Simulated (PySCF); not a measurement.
Cartesian coordinates in Å; atom numbers follow the order of the lines, from 1:
```xyz
16

C    -1.808   -0.595    0.650
N    -0.766   -1.494    0.214
Ge    0.094   -1.182   -1.388
Si    1.317    0.830   -1.004
Si    1.962    0.743    1.249
H    -2.055   -0.768    1.711
H    -2.753   -0.653    0.072
H    -1.456    0.449    0.581
H    -1.002   -2.470    0.370
H    -0.875   -1.095   -2.599
H     1.040   -2.380   -1.597
H     2.519    0.895   -1.894
H     0.480    2.045   -1.263
H     2.896    1.863    1.585
H     2.659   -0.551    1.517
H     0.761    0.852    2.132
```

Geometry: PBE0-D3(BJ)/def2-SVP; GIAO absolute shieldings from PySCF, gas phase, non-relativistic, averaged over equivalent atoms.

At B3LYP/pcSseg-1 (178 basis functions, 34 s wall time on 1 thread of an Arm Neoverse V1, shared host):
```
      atoms  σ (ppm)
         C1    143.1
         N2    247.5
        Ge3   1418.0
        Si4    439.8
        Si5    441.2
    H10/H11    26.60
H14/H15/H16    27.82
    H12/H13    27.85
   H6/H7/H8    28.78
         H9    31.85
```

Problem. Predict the values at PBE0/pcSseg-1 on the same geometry.

Solution. 
```json
{"atoms": "C1", "σ at PBE0/pcSseg-1": "149.2", "change": "+6.1"}
{"atoms": "N2", "σ at PBE0/pcSseg-1": "255.8", "change": "+8.3"}
{"atoms": "Ge3", "σ at PBE0/pcSseg-1": "1452.1", "change": "+34.1"}
{"atoms": "Si4", "σ at PBE0/pcSseg-1": "459.7", "change": "+19.9"}
{"atoms": "Si5", "σ at PBE0/pcSseg-1": "456.5", "change": "+15.3"}
{"atoms": "H10/H11", "σ at PBE0/pcSseg-1": "26.45", "change": "-0.15"}
{"atoms": "H14/H15/H16", "σ at PBE0/pcSseg-1": "27.63", "change": "-0.19"}
{"atoms": "H12/H13", "σ at PBE0/pcSseg-1": "27.66", "change": "-0.19"}
{"atoms": "H6/H7/H8", "σ at PBE0/pcSseg-1": "28.72", "change": "-0.06"}
{"atoms": "H9", "σ at PBE0/pcSseg-1": "31.80", "change": "-0.05"}
```

The largest change is at Ge3 (germanium bonded to N, Si, 2 H). Cost: 178 basis functions, 42 s wall time on 1 thread of an Arm Neoverse V1, shared host.

Relativistic effects, spin–orbit coupling among them, are left out; they matter for Ge and for the light atoms bonded to it.
